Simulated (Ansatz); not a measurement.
def2 core potentials replace the inner electrons of Sn.

B3LYP has the VWN-RPA correlation part, as in Gaussian. 

C3H7Cl3Sn, SMILES `C[CH](C)[Sn]([Cl])([Cl])[Cl]` (charge 0, multiplicity 1)

The numbers are results of B3LYP-D3(BJ)/def2-TZVP // PBE0-D3(BJ)/def2-SVP run with Ansatz (a program for electronic structure), not measurements.

The HOMO is -8.21 eV. The dipole moment is 4.22 D and the LUMO is -2.46 eV. The HOMO–LUMO gap is 5.75 eV, the vertical ionisation energy (Delta-SCF) is 10.00 eV and the total energy comes out as -46635.42 eV. The cost comes out as about 3.0 core-minutes (a rough figure).

Bond lengths (Å): C1–C2 1.520, C1–H8 1.103, C1–H9 1.100, C1–H10 1.102, C2–C3 1.520, C2–Sn4 2.158, C2–H11 1.103, C3–H12 1.102, C3–H13 1.100, C3–H14 1.103, Sn4–Cl5 2.341, Sn4–Cl6 2.341, Sn4–Cl7 2.344. Angles (°): C2–C1–H8 109.8, C2–C1–H9 112.1, C2–C1–H10 111.5, H8–C1–H9 107.7, H8–C1–H10 107.4, H9–C1–H10 108.1, C1–C2–C3 114.4, C1–C2–Sn4 108.6, C1–C2–H11 110.6, C3–C2–Sn4 108.7, C3–C2–H11 110.6, Sn4–C2–H11 103.5, C2–C3–H12 111.5, C2–C3–H13 112.1, C2–C3–H14 109.8, H12–C3–H13 108.1, H12–C3–H14 107.4, H13–C3–H14 107.7, C2–Sn4–Cl5 112.9, C2–Sn4–Cl6 112.9, C2–Sn4–Cl7 109.4, Cl5–Sn4–Cl6 107.5, Cl5–Sn4–Cl7 106.9, Cl6–Sn4–Cl7 106.9.
Charge 0, spin multiplicity 1.
